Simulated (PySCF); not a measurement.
Stretching InF⁺

Set-up: PySCF, scalar-relativistic core potentials, basis sets In cc-pVDZ-PP with ECP28, F cc-pVDZ. Energies in eV from In⁺ + F in their ground configurations at the same level. All curves are PBE0. state 1: ²Σ⁺ (doublet), unpaired electrons σ ↑; state 2: doublet, unpaired electrons π ↑, a second solution, started from another occupation; state 3: quartet, unpaired electrons σ ↑, π ↑↑, a mixture of terms (⟨Lz²⟩ = 2.0), a second solution, started from another occupation.

```tsv
R (Å)	state 1	state 2	state 3
1.696	0.052	4.7058	8.6214
1.775	-0.578	3.3748	7.4450
1.854	-0.897	2.3919	6.6080
1.913	-0.996	1.8283	6.1477
1.972	-1.014	1.3792	5.7968
2.031	-0.975	1.0225	5.5328
2.110	-0.875	0.6600	5.2849
2.209	-0.716	0.3410	5.0952
2.327	-0.530	0.0951	4.9840
2.485	-0.335	-0.0861	4.9499
```

Task: Put a parabola through the three lowest points of the state 1 curve and estimate Re, k and ωe (reduced mass 16.3 u; 1 eV/Å² = 0.16022 mdyn/Å; ωe = 1302.8·√(k/μ) cm⁻¹).

Result: Through R = 1.913, 1.972, 2.031 Å the second-order coefficient is 8.19 eV/Å², so Re ≈ 1.961 Å, k ≈ 2.62 mdyn/Å and ωe ≈ 523 cm⁻¹. A polynomial fit of higher order to the unrounded PBE0 energies gives Re = 1.957 Å, k = 2.78 mdyn/Å, ωe = 538 cm⁻¹; anharmonicity and rounding make the difference.

The higher-order fit for each curve: state 1: Re = 1.957 Å, ωe = 538 cm⁻¹, De = 1.02 eV; state 3: Re = 2.468 Å, ωe = 212 cm⁻¹, minimum 4.95 eV above the ground-state fragments. State 2 gave no clean fit.

Spin–orbit coupling is left out, which matters for elements this heavy, above all for dissociation energies. For an ion De counts to the pair picked by the measured ionisation energies or electron affinities, which need not be the lowest pair at this level. Counting both spins, an empty level lies below a filled one in some of these solutions, because spin and occupation are held. The state is the lowest determinant that a PBE0 search found; another state may lie lower at other levels.
